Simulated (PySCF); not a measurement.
Can point charges reproduce the dipole moment of `C[Si@](N)(O)NCCC(N)=O`?

Coordinates (GFN2-xTB, Å) and charges (e) from the PBE0/pcSseg-1 density (PySCF):

| atom | x | y | z | Mulliken | IAO | Hirshfeld | ESP-fitted |
| --- | --- | --- | --- | --- | --- | --- | --- |
| C1 | 1.185 | 1.828 | 0.562 | -0.6578 | -0.7662 | -0.2361 | -0.8129 |
| Si2 | 1.605 | 0.170 | -0.286 | +1.1605 | +1.4223 | +0.4726 | +1.1915 |
| N3 | 1.794 | -1.220 | 0.720 | -0.6490 | -0.8688 | -0.3324 | -1.0634 |
| O4 | 3.022 | 0.516 | -1.024 | -0.5555 | -0.8000 | -0.3216 | -0.7606 |
| N5 | 0.469 | -0.312 | -1.504 | -0.6825 | -0.6934 | -0.2538 | -0.9906 |
| C6 | -0.664 | -1.167 | -1.283 | -0.0135 | -0.1355 | -0.0238 | +0.3316 |
| C7 | -1.865 | -0.469 | -0.618 | -0.2517 | -0.3329 | -0.0850 | -0.4586 |
| C8 | -1.681 | -0.326 | 0.879 | +0.3911 | +0.4475 | +0.1879 | +0.8353 |
| N9 | -2.265 | 0.772 | 1.416 | -0.3980 | -0.5021 | -0.1613 | -0.9569 |
| O10 | -1.089 | -1.128 | 1.568 | -0.4524 | -0.5049 | -0.2587 | -0.5938 |
| H11 | 1.091 | 2.632 | -0.162 | +0.1250 | +0.1500 | +0.0335 | +0.1898 |
| H12 | 0.254 | 1.766 | 1.116 | +0.1288 | +0.1427 | +0.0168 | +0.1579 |
| H13 | 1.965 | 2.114 | 1.259 | +0.1312 | +0.1555 | +0.0369 | +0.1945 |
| H14 | 0.967 | -1.522 | 1.214 | +0.2128 | +0.2717 | +0.0845 | +0.4130 |
| H15 | 2.576 | -1.223 | 1.355 | +0.1838 | +0.2581 | +0.1127 | +0.3733 |
| H16 | 3.444 | -0.174 | -1.527 | +0.2379 | +0.3614 | +0.1692 | +0.4381 |
| H17 | 0.284 | 0.374 | -2.221 | +0.1814 | +0.2454 | +0.1062 | +0.3967 |
| H18 | -0.342 | -1.987 | -0.641 | +0.1391 | +0.1567 | +0.0385 | +0.0221 |
| H19 | -0.986 | -1.582 | -2.245 | +0.1094 | +0.1335 | +0.0390 | +0.0297 |
| H20 | -2.760 | -1.076 | -0.771 | +0.1520 | +0.1606 | +0.0514 | +0.1122 |
| H21 | -2.026 | 0.510 | -1.073 | +0.1112 | +0.1331 | +0.0379 | +0.1308 |
| H22 | -2.770 | 1.440 | 0.863 | +0.1963 | +0.2795 | +0.1420 | +0.4040 |
| H23 | -2.214 | 0.910 | 2.412 | +0.1998 | +0.2856 | +0.1429 | +0.4164 |

Question: Compute μ = Σ q r for each scheme (1 e·Å = 4.803 D) and compare with the dipole of the full density.

Answer: The full density gives (-3.43, 1.95, -0.45) D, 3.97 D in size; dipole vectors point from the negative to the positive end.

```tsv
scheme	μx	μy	μz	size (D)	share of the full size (%)	angle to the full dipole (°)
Mulliken	-3.24	0.68	-1.05	3.48	88	21
IAO	-4.03	1.75	-0.74	4.45	112	7
Hirshfeld	-2.81	1.16	-0.41	3.07	77	7
ESP-fitted	-3.45	1.97	-0.46	4.00	101	0
```

Question: Which set comes closest?

Answer: Length of the difference vector: ESP-fitted 0.03 D, IAO 0.69 D, Hirshfeld 1.01 D, Mulliken 1.42 D. Closest: ESP-fitted. 

Question: What is left for the Hirshfeld atoms' own dipoles?

Answer: The Hirshfeld atoms' densities add up to the full density, so μ = Σ q r + Σ (atomic dipoles). The atomic dipoles sum to (-3.43, 1.95, -0.45) − (-2.81, 1.16, -0.41) = (-0.62, 0.79, -0.04) D, 1.01 D in size.

Question: With the origin at the mean of the coordinates, (0.000, 0.037, 0.000) Å, which are the largest single terms, by size, of the Hirshfeld dipole along the direction of the full one?

Answer: N3 +3.59, O4 +3.49, Si2 -2.93, H16 -2.36, H22 +2.04 D; all 23 atoms together +3.04 D. The single terms depend on the origin, their sum doesn't.

Question: Give the size of the full dipole in other units.

Answer: 3.97 D = 1.562 au = 0.827 e·Å = 13.25 × 10⁻³⁰ C·m.

Geometry: GFN2-xTB, one conformer, isolated molecule.

These values come from a run that also computed NMR shieldings. Hardware: one thread, Intel Xeon at 2.50 GHz (x86_64) (shared host). Cost: 3.0 min wall (grids of density and orbitals included), 1.1 GiB resident at most.
